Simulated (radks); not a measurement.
Q: Radial electron density D(r) = 4 pi r^2 rho(r) of an atom or ion with 5 electrons. All-electron calculation, scalar-relativistic Kohn-Sham, SCAN, spin-polarised, spherical densities, finite nucleus; meta-GGA in the generalised Kohn-Sham scheme; Fermi nuclear charge, rms radius of each element as measured or else 0.836 A^(1/3) + 0.57 fm. Program: a radial shooting solver on a logarithmic mesh with Libxc functionals.

r (bohr)  D(r) (e/bohr)  spin D(r)
0.02335          0.3860    0.00901
0.02875          0.5543     0.0129
0.03569          0.7967     0.0186
0.04394           1.112     0.0258
0.05453           1.542     0.0357
0.06714           2.063     0.0475
0.08333           2.708     0.0618
0.1026            3.396     0.0767
0.1273            4.108     0.0911
0.1568            4.681      0.101
0.1946            5.014      0.106
0.2396            4.958      0.104
0.2973            4.449     0.0997
0.3661            3.598      0.109
0.4543            2.555      0.156
0.5594            1.681      0.270
0.6942            1.140      0.485
0.8547            1.025      0.781
1.052             1.177       1.11
1.306             1.379       1.37
1.608             1.418       1.42
1.996             1.223       1.22
2.457            0.8782      0.878
3.05             0.5022      0.502
3.755            0.2336      0.234
4.66            0.08093     0.0809
5.738           0.02176     0.0218
7.121          0.003933    0.00393

What is the nuclear charge?

A: Z = 5. The innermost maximum, from 1s, lies near gamma/Z bohr with gamma = sqrt(1 - (Z/c)^2) = 0.999, here 0.2 bohr (found: 0.211), and its height grows with Z. The density is that of neutral boron in [He] 2s1 2p2; the configuration itself is not fixed sharply by these data. D(r) has 2 maxima, at r = 0.211, 1.51 bohr, and minima at 0.821 bohr, inside which lie 2.14 electrons.
